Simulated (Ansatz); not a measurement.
Stretching the O3–H4 bond in GeH2O (SMILES [OH][GeH]) (multiplicity 1 held, fragments rigid). Energies count from the point at 0.963 Å.
Geometry at that point (charge 0, multiplicity 1):
```
atom    x (Å)    y (Å)    z (Å)
----  -------  -------  -------
Ge    -0.2353  -0.2010   0.2473
H     -1.4109  -0.0317  -0.8587
O      1.0252   0.6808  -0.6889
H      0.7380   1.0157  -1.5451
```

Signs of static correlation in cc-pVDZ, with CASSCF(4,3), from Ansatz (a first-principles code) runs.

```
R (Å)  T1 of restricted CCSD  ⟨S²⟩ of UHF  largest double amplitude of restricted CCSD  weight of the CASSCF reference in MRCISD  CASSCF natural occupations
-----  ---------------------  -----------  -------------------------------------------  ----------------------------------------  --------------------------
0.771                  0.020        0.000                                        0.073                                     0.913              2.00 1.99 0.01
0.867                  0.020        0.000                                        0.072                                     0.912              2.00 1.99 0.01
0.963                  0.021        0.000                                        0.071                                     0.911              2.00 1.98 0.02
1.059                  0.022        0.000                                        0.070                                     0.910              2.00 1.97 0.03
1.156                  0.023        0.000                                        0.069                                     0.909              2.00 1.96 0.04
1.300                  0.025        0.000                                        0.068                                     0.908              2.00 1.93 0.07
1.445                  0.028            …                                        0.086                                     0.907              2.00 1.88 0.12
1.686                  0.033        0.767                                        0.097                                     0.905              2.00 1.76 0.24
1.926                  0.038        0.919                                            …                                     0.903              2.00 1.59 0.41
2.215                  0.043        0.984                                        0.320                                     0.900              2.00 1.40 0.60
2.601                  0.051        1.011                                        0.513                                     0.899              2.00 1.21 0.79
3.082                  0.059        1.019                                        0.669                                     0.897              2.00 1.09 0.91
```

**Question.** Some entries are withheld; supply them.

**Answer.** 
- 1.445, ⟨S²⟩ of UHF: 0.341
- 1.926, largest double amplitude of restricted CCSD: 0.176

Doubts at one or more of the structures used: active orbitals that take no part (SC-NEVPT2 on CASSCF(4,3)/cc-pVDZ); a restricted determinant that unrestricted orbitals would lower (R-CCSD(T)/cc-pVDZ); other coupled-cluster roots lie near (R-CCSD(T)/cc-pVDZ); T1 above 0.05 (R-CCSD(T)/cc-pVDZ, U-CCSD(T)/cc-pVDZ); a spin-contaminated determinant (U-CCSD(T)/cc-pVDZ); the program's own flag: large difference (U-CCSD(T)/cc-pVDZ).
